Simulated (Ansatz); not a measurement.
Calculated with Ansatz (gas phase, PBE0-D4/def2-TZVP geometries, no zero-point term in ΔE). CCSD(T)/CBS adds triple-zeta CCSD(T) − MP2 to the extrapolated MP2 energy (def2 sets, frozen cores). This one scheme is used for every species. Functionals use def2-TZVPP. def2 core potentials past Kr. For Te outer-core shells are correlated without core-valence functions, which leaves a few kJ/mol of doubt a bond.

`ClB[TeH]` + H₂ → H₂Te + `BCl`  (hydrogenolysis of a Te–B bond)

```tsv
level	ΔE (kJ/mol)
BLYP-D4	47.4
ωB97X-V	35.9
PBE-QIDH	45.0
PBE	49.8
CCSD/def2-SVP	27.5
HF/def2-TZVPP	5.4
SCS-MP2/def2-TZVPP	42.1
SCS-MP2/def2-QZVPP	44.8
```

Problem. What does CCSD(T)/CBS give? (Estimate.)

Solution. Computed: +47.2 kJ/mol. The listed levels differ from it by 0.2, -11.3, -2.2, 2.6, -19.7, -41.8, -5.1, -2.4 kJ/mol.

Largest T1 diagnostic among the species: 0.014.

The D4 term adds +9.7 kJ/mol with B3LYP and +5.1 kJ/mol with PBE0; it sums over pairs of atoms, weighted by their polarisabilities, and B3LYP, whose exchange is more repulsive, gets the larger term. From PBE to PBE0 (25 % exact exchange), in def2-TZVPP and without D4, ΔE moves by −7.4 kJ/mol.

B3LYP here is the variant with VWN-RPA as its local correlation; programs differ in this.
